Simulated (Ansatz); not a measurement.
Reaction (redistribution): `[SiH3][O][SnH2][Cl]` + `NB(O)Cl` → `[Cl][SnH2][Cl]` + `NB(O)O[SiH3]`

Program: Ansatz. Geometries: PBE0-D4/def2-TZVP. ΔE: electronic, gas phase. CBS: MP2 limit from def2 TZ/QZ plus the TZ coupled-cluster correction, frozen cores. Functionals use def2-TZVPP. Elements past krypton have def2 core potentials. For Sn outer-core shells are correlated without core-valence functions, which leaves a few kJ/mol of doubt a bond. One conformer a species, not always the lowest.

`[SiH3][O][SnH2][Cl]`:

Z-matrix (Å, degrees):
```
Si
O 1 1.637
H 1 1.488 2 111.3
H 1 1.485 2 107.7 3 119.6
H 1 1.489 2 111.2 3 -120.9
Sn 2 1.943 1 136.7 3 68.3
Cl 6 2.324 2 105.7 1 -13.1
H 6 1.695 2 106.9 1 -128.6
H 6 1.696 2 107.9 1 102.4
```

`NB(O)Cl`:

Cartesian coordinates in Å:
```
N -0.916 0.587 0.199
B 0.189 -0.240 0.013
O 1.257 0.180 -0.718
Cl 0.194 -1.871 0.747
H -1.720 0.311 0.731
H -0.957 1.509 -0.197
H 1.953 -0.476 -0.775
```

`[Cl][SnH2][Cl]`:

```xyz
5

Cl    0.568    0.794    1.969
Sn    0.141   -0.048   -0.146
Cl   -2.160   -0.254   -0.319
H     0.808   -1.604   -0.228
H     0.643    1.111   -1.276
```

`NB(O)O[SiH3]`:

```xyz
11

N     1.436   -1.271    0.813
B     0.562   -0.506    0.013
O     0.554   -0.538   -1.362
O    -0.339    0.325    0.628
Si   -1.471    1.326   -0.023
H     1.402   -1.211    1.814
H     2.128   -1.905    0.460
H     1.195   -1.128   -1.758
H    -2.157    1.982    1.117
H    -0.843    2.363   -0.881
H    -2.466    0.564   -0.821
```

| level | ΔE (kcal/mol) | difference from CCSD(T)/CBS |
| --- | --- | --- |
| revPBE-D4 | -16.3 | 1.1 |
| B97M-V | -18.2 | -0.8 |
| ωB97M-V | -18.2 | -0.8 |
| PBE | -17.2 | 0.2 |
| BLYP | -18.0 | -0.6 |
| PBE0 | -18.6 | -1.2 |
| LC-ωPBE | -17.5 | -0.1 |
| MP2/def2-SVP | -16.5 | 0.9 |
| CCSD/def2-TZVPP | -18.0 | -0.6 |
| MP2/def2-QZVPP | -16.5 | 0.9 |
| CCSD(T)/CBS | -17.4 | 0 |

Largest T1 diagnostic among the species: 0.013.

In def2-TZVPP, CCSD(T) changes the Hartree–Fock value by +4.8 kcal/mol (the triples alone add +0.9 kcal/mol) and MP2 by +5.5 kcal/mol. From PBE to PBE0 (25 % exact exchange), in def2-TZVPP and without D4, ΔE moves by −1.4 kcal/mol.
